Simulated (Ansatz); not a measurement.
Computed with Ansatz on PBE0-D4/def2-TZVP structures; ΔE is electronic, products minus reactants. CCSD(T)/CBS adds triple-zeta CCSD(T) − MP2 to the extrapolated MP2 energy (def2 sets, frozen cores). This one scheme is used for every species. Functionals use def2-TZVPP.

Reaction (dimerisation): 2 `BS` → `[BH2-]1[SH+][BH2-][SH+]1`

`BS`:

```xyz
5

B     0.113   -0.165    0.544
S    -0.795    0.707   -0.692
H    -0.274   -0.033    1.663
H     1.053   -0.841    0.263
H    -0.097    0.332   -1.778
```

`[BH2-]1[SH+][BH2-][SH+]1`:

```xyz
10

B    -0.947   -0.708    0.546
S     0.935   -1.116    0.174
B     0.993    0.841    0.050
S    -0.935    1.115   -0.179
H    -1.720   -1.441    0.005
H    -1.028   -0.587    1.735
H     0.824   -1.397   -1.137
H     1.654    1.251   -0.858
H     1.251    1.231    1.152
H    -1.027    0.811   -1.487
```

```tsv
species	r2SCAN0-D4 energy (Eh)
`BS`	-424.82193
`[BH2-]1[SH+][BH2-][SH+]1`	-849.67507
```

Q: Work out ΔE.

A: ΔE = (-849.67507) − 2 × (-424.82193) = -0.03121 Eh = -81.9 kJ/mol. CCSD(T)/CBS gives -68.1 kJ/mol.

Largest T1 diagnostic among the species: 0.015.

At CCSD(T), def2-SVP lies +11.0 kJ/mol from the extrapolated value and def2-TZVPP +5.1 kJ/mol. The D4 term adds −23.6 kJ/mol with B3LYP and −12.2 kJ/mol with PBE0; it sums over pairs of atoms, weighted by their polarisabilities, and B3LYP, whose exchange is more repulsive, gets the larger term. From BLYP to BHLYP (50 % exact exchange), in def2-TZVPP and without D4, ΔE moves by −9.9 kJ/mol.

B3LYP here is the variant with VWN-RPA as its local correlation; programs differ in this.
